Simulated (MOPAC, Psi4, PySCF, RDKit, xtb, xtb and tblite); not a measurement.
Two geometries of SMILES COc1ccccc1O[SiH3], relaxed at GFN2-xTB with one dihedral held; other torsions can differ between them too.

Structure A

```
20

C     -0.4917     2.8623    -1.2348
O      0.2237     1.8009    -0.6418
C     -0.4309     0.7342    -0.1013
C      0.3797    -0.3732     0.1474
C     -0.1234    -1.5298     0.7057
C     -1.4683    -1.6072     1.0212
C     -2.2849    -0.5190     0.7834
C     -1.7925     0.6579     0.2337
O     -2.6106     1.7219     0.0323
Si    -4.1853     2.0074     0.3038
H     -1.0179     3.4655    -0.4918
H      0.2645     3.4736    -1.7277
H     -1.2064     2.5002    -1.9776
H      1.4230    -0.2868    -0.1120
H      0.5312    -2.3681     0.8872
H     -1.8826    -2.5051     1.4527
H     -3.3355    -0.5569     1.0299
H     -5.0291     1.0926    -0.4685
H     -4.5091     1.8819     1.7261
H     -4.2429     3.3787    -0.1797
```

Structure B

```
20

C     -3.0734    -0.2973     3.3768
O     -2.5337     0.5295     2.3741
C     -1.8057    -0.0566     1.3738
C     -2.0069    -1.3416     0.8990
C     -1.2463    -1.8225    -0.1559
C     -0.2912    -1.0179    -0.7461
C     -0.0885     0.2709    -0.2821
C     -0.8375     0.7649     0.7761
O     -0.6181     2.0110     1.2159
Si    -1.2307     2.8340     2.4866
H     -2.3396    -1.0279     3.7300
H     -3.3525     0.3659     4.1941
H     -3.9658    -0.8227     3.0210
H     -2.7540    -1.9748     1.3526
H     -1.4111    -2.8273    -0.5135
H      0.3004    -1.3895    -1.5685
H      0.6557     0.9131    -0.7267
H     -2.6502     3.1354     2.3409
H     -0.9280     2.2006     3.7708
H     -0.4137     4.0321     2.3106
```

Which is lower in energy at the level B3LYP-D3(BJ)/def2-SVP // GFN2-xTB in Psi4 1.11, and by how much?

B is lower, by 20.09 kJ/mol (dihedral C1–O2–C3–C4: 165° in A, 30° in B).

E(B) − E(A) in kJ/mol at the other levels, on the same two geometries: GFN2-xTB (xtb and tblite) -16.71; MMFF94 // GFN2-xTB (RDKit) 29.61; B3LYP/def2-SVP // GFN2-xTB (Psi4) -18.31; PBE/def2-SVP // GFN2-xTB (Psi4) -19.27; PBE-D3(BJ)/def2-SVP // GFN2-xTB (Psi4) -20.24; UFF // GFN2-xTB (RDKit) 37.08; PM7, restricted, heats of formation // GFN2-xTB (MOPAC) -6.02; AM1, restricted, heats of formation // GFN2-xTB (MOPAC) -13.12; GFN1-xTB // GFN2-xTB (xtb) -34.55; restricted B3LYP/6-31G*, spherical d, density fitting // GFN2-xTB (PySCF) -19.00; restricted MP2 (frozen core)/3-21G // GFN2-xTB (PySCF) -29.06; restricted Hartree-Fock/STO-3G // GFN2-xTB (PySCF) -21.49.
